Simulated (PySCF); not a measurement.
Si(F)(NH2)3 (FH6N3Si), SMILES N[Si](F)(N)N. Atoms are numbered in the order given.

```xyz
11

N     -0.7498    -0.3092     1.5147
Si    -0.0017     0.0037     0.0000
N      0.3736     1.6652     0.0000
N     -0.7498    -0.3092    -1.5147
F      1.2379    -1.0581     0.0000
H     -0.7394    -1.2481     1.8944
H     -1.5778     0.1987     1.7997
H      0.6999     2.1211    -0.8427
H      0.6999     2.1211     0.8427
H     -1.5778     0.1987    -1.7997
H     -0.7394    -1.2481    -1.8944
```
Charge 0, spin multiplicity 1.

Geometry: PBE0-D3(BJ)/def2-SVP. One conformer was computed; it need not be the lowest.

The numbers are results of HF/pcSseg-1 run with PySCF, not measurements.

GIAO shieldings, no solvent; atoms listed in one row are averaged. δ = σ(ref) − σ: ¹⁵N against NH3 (σ = 267.3 ppm); ²⁹Si against TMS (σ = 393.8 ppm); ¹⁹F against CFCl3 (σ = 238.5 ppm); ¹H against TMS (σ = 31.99 ppm), references at their B3LYP-D3(BJ)/def2-TZVP geometries, non-relativistic.

**Question.** Estimate the chemical shifts. (An estimate is asked for; the answer gives what the named calculation found.)

**Answer.** 
```tsv
nucleus	atoms	count	δ (ppm)
¹⁵N	N3	1	21.8
¹⁵N	N1, N4	2	17.3
²⁹Si	Si2	1	-46.6
¹⁹F	F5	1	-125.9
¹H	H8, H9	2	1.21
¹H	H11, H6	2	1.04
¹H	H7, H10	2	0.85
```
